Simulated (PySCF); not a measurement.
## Electron correlation in Si (silicon, neutral)

[Ne] 3s1 3p3, high-spin 5S determinant (an excited configuration). All numbers are calculated (PySCF 2.14, the spin-free X2C one-electron Hamiltonian (Gaussian nucleus), in aug-cc-pCVTZ-DK with one added diffuse shell each of s, p, d, f type (9s8p6d4f, 91 functions)). Frozen: 1s2; 12 electrons correlated.

MP2 pair energies summed by pair of shells (mhartree):

```csv
pair,energy,share (%)
2p-2p,-185.87,61.5
2s-2p,-59.57,19.7
3p-3p,-17.78,5.9
2p-3p,-15.46,5.1
2s-2s,-9.78,3.2
2p-3s,-6.19,2.1
3s-3p,-4.05,1.3
2s-3p,-2.40,0.8
2s-3s,-0.93,0.3
```

Total MP2 correlation energy: -302.05 mhartree.

Same-spin part -97.11 and opposite-spin part -204.94 mhartree; SCS-MP2 scales them by 1/3 and 6/5 to -278.30 mhartree.
